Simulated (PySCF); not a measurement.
cyclobutene (C4H6), SMILES C1CC=C1. Coordinates come from a PBE-D3(BJ)/def2-SVP optimisation.

Calculation: PBE-D3(BJ)/def2-SVP (PySCF).

Harmonic wavenumbers (cm⁻¹): 311, 621, 832, 838, 890, 891, 908, 974, 993, 1053, 1113, 1120, 1169, 1182, 1283, 1383, 1408, 1604, 2971, 2975, 3021, 3031, 3105, 3137. Rotational constants (GHz): 12.77, 12.18, 6.780; symmetry number 2.

Task: Work out the zero-point energy and the ideal-gas rigid-rotor harmonic-oscillator thermochemistry at 298.15 K and 1 atm.

Result: ZPE = ½ Σ hcν = ½ × 36813 cm⁻¹ = 220.19 kJ/mol. H − E(el) = 232.94 kJ/mol. Entropy in J/(mol K): translation 158.52, rotation 91.46, vibration 13.03, total 263.00. G − E(el) = 154.53 kJ/mol. Cp = 66.14 J/(mol K).
